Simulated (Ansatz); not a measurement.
Computed with Ansatz on PBE0-D4/def2-TZVP structures; ΔE is electronic, products minus reactants. CCSD(T)/CBS adds triple-zeta CCSD(T) − MP2 to the extrapolated MP2 energy (def2 sets, frozen cores). This one scheme is used for every species. DFT in def2-TZVPP. Each species was taken in one conformer, which may not be the lowest.

Consider the cleavage of the Si–Si bond: `F[Si](F)(F)[SiH](Cl)Cl` + CH₃SH → `CS[Si](F)(F)F` + `Cl[SiH2]Cl`.

`F[Si](F)(F)[SiH](Cl)Cl`:

Z-matrix (Å, degrees):
```
Si
F 1 1.576
F 1 1.578 2 107.9
F 1 1.578 2 107.9 3 115.9
Si 1 2.334 2 111.1 3 -122.1
Cl 5 2.040 1 107.8 2 -59.5
Cl 5 2.040 1 107.8 2 59.9
H 5 1.477 1 113.3 2 -179.8
```

CH₃SH:

Cartesian coordinates in Å:
```
C 0.162 -0.215 -0.411
S 0.119 1.066 0.862
H 0.430 -1.184 0.006
H 0.936 0.085 -1.117
H -0.786 -0.281 -0.944
H -0.860 0.529 1.605
```

`CS[Si](F)(F)F`:

Cartesian coordinates in Å:
```
C -1.235 -0.642 -0.612
S 0.248 -1.297 0.224
Si 1.199 0.514 0.602
F 1.512 1.326 -0.714
F 2.554 0.234 1.347
F 0.331 1.484 1.493
H -1.839 -1.511 -0.868
H -0.966 -0.113 -1.525
H -1.804 0.005 0.053
```

`Cl[SiH2]Cl`:

Z-matrix (Å, degrees):
```
Si
Cl 1 2.040
Cl 1 2.040 2 110.1
H 1 1.476 2 108.5 3 -118.6
H 1 1.476 2 108.5 3 118.6
```

CCSD(T)/CBS gives -0.82 eV.

Question: Another level gave -0.67 eV. Which?
A. B2PLYP/def2-TZVPP
B. MP2/def2-TZVPP
C. PBE0/def2-TZVPP
D. PBE-D4/def2-TZVPP

Answer: D. PBE-D4 -0.67, PBE0 -0.75, B2PLYP -0.81, MP2/def2-TZVPP -0.89 eV.

Largest T1 diagnostic among the species: 0.011.

From BLYP to BHLYP (50 % exact exchange), in def2-TZVPP and without D4, ΔE moves by −0.13 eV. Leaving LDA and LC-ωPBE aside and taking each functional with its dispersion term where it has one, the values, not all of them listed here, spread over 0.18 eV, from ωB97M-V to PBE-D4. LDA lies −0.04 eV from PBE without D4.
